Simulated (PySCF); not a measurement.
An unknown shows these calculated signals:

$^{1}$H NMR (300 MHz, computed): δ 5.17 (s, 3H), 4.94 (d, 1H), 3.50 (s, 3H), 3.00 (m, 1H), 1.30 (d, 3H), 0.78 (br s, 2H).

$^{13}$C{$^{1}$H} NMR (computed): δ 74.7 (CH), 59.6 (CH3), 14.0 (CH3).

[PySCF: shieldings: GIAO PBE0/pcSseg-1; GFN2-xTB geometry; one conformer; rapidly exchanging positions averaged; non-relativistic Hamiltonian; gas phase]

Scale: $^{1}$H, $^{13}$C against TMS (reference shieldings calculated alike).

Q: Which of these does the molecule contain: a Si–H bond, an S-methyl group, an ester, an NH or NH2 group, a benzene ring, a methoxy group?

A: 
- A Si–H bond: yes (δH 4.94 (d)).
- An S-methyl group: no.
- An ester: no.
- An NH or NH2 group: yes (δH 0.78 (br s)).
- A benzene ring: no.
- A methoxy group: yes (δC 59.6; δH 3.50 (s)).

The data belong to `InChI=1S/C3H13NO2Si2/c1-3(5-2)8(4)6-7/h3,8H,4H2,1-2,7H3/t3-,8+/m1/s1`; they needn't prove each group on their own.

Carbon signals by region: 2 at 50–100 ppm, 1 below 50 ppm.

OH/NH shifts are gas-phase values; hydrogen bonding in solution moves them, usually downfield. Shifts are as computed. Against solution values, carbons near 30 ppm lie about +3 ppm off and those near 130 ppm about +5 ppm. Of 1309 compounds with measured shifts, 239 miss one by over three times the rms of a fit or turn the order of signals round; such compounds aren't used in these exercises. No couplings were computed; multiplicities are counted from neighbouring protons, with m where these are inequivalent, close in shift, in a saturated or five-membered ring or joined by F or P, and br s for small geminal =CH2 splittings.
